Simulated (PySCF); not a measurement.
# Spin states of BiPb⁺

Unrestricted PBE0; basis Bi cc-pVDZ-PP with ECP60, Pb cc-pVDZ-PP with ECP60; scalar-relativistic core potentials; PySCF 2.14. Outer shells of the fragments: Bi+ 5d10 6s2 6p2; Pb 5d10 6s2 6p2.

Followed along the bond (rough minima from three points):

```csv
2Ms+1,unpaired,⟨S²⟩ at the start,R at minimum (Å),Te (eV)
3,π ↑↑,2.01,2.95,0.00
1,π ↑↓,1.00,2.95,0.25
3,"σ ↑, π ↑",2.33,2.84,0.74
1,none,0.00,2.95,0.87
1,"σ ↓, π ↑",1.27,2.83,0.99
```

Solutions found at the starting distance of 2.955 Å, counted from the lowest of them; the search is not exhaustive and high or unbound solutions are not listed, so other states can lie among these:

| 2Ms+1 | unpaired | term | E (eV) | ⟨S²⟩ | ⟨Lz²⟩ | μ (D) |
| --- | --- | --- | --- | --- | --- | --- |
| 3 | π ↑↑ | ³Σ⁻ | 0.00 | 2.01 | 0.00 | 2.19 |
| 1 | π ↑↓ | mixed | 0.25 | 1.00 | 2.01 | 2.00 |
| 3 | σ ↑, π ↑ | mixed | 0.79 | 2.33 | 1.01 | 1.90 |
| 1 | none | mixed | 0.87 | 0.00 | 2.00 | 1.50 |
| 1 | σ ↓, π ↑ | mixed | 1.05 | 1.27 | 1.00 | 1.87 |
| 5 | σ ↑, π ↑↑↑ | ⁵Π | 1.31 | 6.00 | 1.00 | 0.54 |
| 3 | σ ↑, π ↑↑↓ | mixed | 1.92 | 3.01 | 3.01 | 0.44 |
| 3 | σ ↓, π ↑↑↑ | mixed | 1.97 | 3.01 | 1.00 | 0.41 |
| 3 | π ↑↑ | mixed | 2.05 | 2.00 | 2.01 | -1.34 |
| 5 | σ ↑↑, π ↑↑ | ⁵Σ⁻ | 3.41 | 6.00 | 0.00 | 1.35 |
| 1 | σ ↓↓, π ↑↑ | mixed | 4.20 | 2.00 | 0.00 | 1.44 |
| 3 | σ ↑, π ↑ | ³Π | 4.36 | 2.00 | 1.00 | -0.14 |
| 1 | σ ↓, π ↑ | mixed | 4.50 | 1.00 | 1.00 | 0.03 |
| 5 | π ↑↑↑↑ | ⁵Σ⁺ | 4.52 | 6.01 | 0.00 | -3.89 |

A term symbol is given only where ⟨S²⟩ and ⟨Lz²⟩ are close to those of a pure state; real π, δ and φ orbitals otherwise mix terms. A positive dipole points towards Pb; it is taken about the centre of mass and depends on that origin.

Spin–orbit coupling is left out, which matters for elements this heavy, above all for dissociation energies.
